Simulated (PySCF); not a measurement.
Vertical excitations of a molecule C4H10Si2 from PySCF with TDA-PBE/def2-SVPD, as energy in eV (oscillator strength): 5.51 (0.005), 5.77 (0.069), 5.94 (0.001), 6.13 (0.013), 6.22 (0.001), 6.23 (0.010). Lowest triplet (TDA): 4.74 eV. Geometry optimised at B3LYP-D3(BJ)/def2-SVP. The values are those of a single conformer.

Q: Identify the compound among the candidates.
(A) C#CC[SiH2]C[SiH3]
(B) C#C[SiH2][SiH2]CC
(C) C=C[SiH2]/C=C/[SiH3]
(D) C#C[Si@@H](C)C[SiH3]

A: B, C#C[SiH2][SiH2]CC
